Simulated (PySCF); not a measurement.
Nb(13+): ionisation energy

Nb(13+) [Ar] 3d10 (1S) → Nb(14+) [Ar] 3d9 (2D), as a difference of total energies. Calculation: PySCF 2.14, in an uncontracted even-tempered set (19 s from 0.93 bohr⁻², ratio 2.5; 13 p from 1.2 bohr⁻², ratio 2.5; 9 d from 1.2 bohr⁻², ratio 2.5; 4 f from 7.9 bohr⁻², ratio 2.7; 4 g from 12 bohr⁻², ratio 2.7); the spin-free X2C one-electron Hamiltonian (Gaussian nucleus). Correlated levels: outer shells: [Ne] frozen; virtual orbitals above 40 to 60 times the deepest correlated orbital energy dropped. The calculations carry no spin-orbit coupling.

```csv
method,ionisation energy (eV)
UHF,483.18
MP2 (outer shells),485.10
SCS-MP2 (outer shells),484.82
CCSD (outer shells),484.82
CCSD(T) (outer shells),484.83
```

Problem. How much does correlation contribute at CCSD(T) (outer shells)?

Solution. 484.83 − (483.18) = 1.65 eV, measured against UHF.

Breit and QED terms and the two-electron picture change are absent.

The reference lies between the lowest fine-structure levels, while these numbers refer to the centres of the terms.

For comparison: 482.5 ± 1.5 eV (semi-empirical (NIST evaluation); NIST Atomic Spectra Database, ionization energies).
